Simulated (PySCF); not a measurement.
## Ionisation energy of V by level of theory

V [Ar] 3d3 4s2 (4F) → V⁺ [Ar] 3d4 (5D), as a difference of total energies. Computed with PySCF 2.14 in x2c-TZVPPall, with scalar relativity by spin-free X2C-1e. Correlated levels: valence: [Ar] frozen. The calculations carry no spin-orbit coupling.

Order these methods by the ionisation energy they give, lowest first.
A. UHF
B. MP2 (valence)
C. SCS-MP2 (valence)
D. CCSD(T) (valence)

A (6.167 eV), B (6.534 eV), D (6.812 eV), C (7.039 eV).

Errors of the correlated levels include the incompleteness of this basis and the frozen core.

For comparison: 6.732 eV (measured; NIST levels, between the centres of gravity of the two terms).
